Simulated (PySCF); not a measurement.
## O: excitation energy

O [He] 2s2 2p4 (3P) → O [He] 2s1 2p5, s spin flipped, as a difference of total energies. Calculation: PySCF 2.14, in aug-cc-pVTZ with one added diffuse shell each of s, p, d, f type (6s5p4d3f, 62 functions); no relativity, point nucleus. Correlated levels: valence: 1s2 frozen. The calculations carry no spin-orbit coupling.

| method | excitation energy (eV) |
| --- | --- |
| UHF | 21.384 |
| LDA | 16.110 |
| PBE | 16.556 |
| PBE0 | 17.735 |
| r2SCAN | 18.105 |
| BP86 | 16.520 |
| BLYP | 16.348 |
| PW91 | 16.531 |
| CAM-B3LYP | 17.407 |
| MP2 (valence) | 19.382 |
| SCS-MP2 (valence) | 19.118 |

**Question.** How much does correlation contribute at MP2 (valence)?

**Answer.** 19.382 − (21.384) = -2.002 eV, measured against UHF.

The upper determinant mixes two multiplicities, so it lies between the two terms.

The upper state lies above the first ionisation limit, but in LS coupling its spin forbids autoionisation to the ground ion.
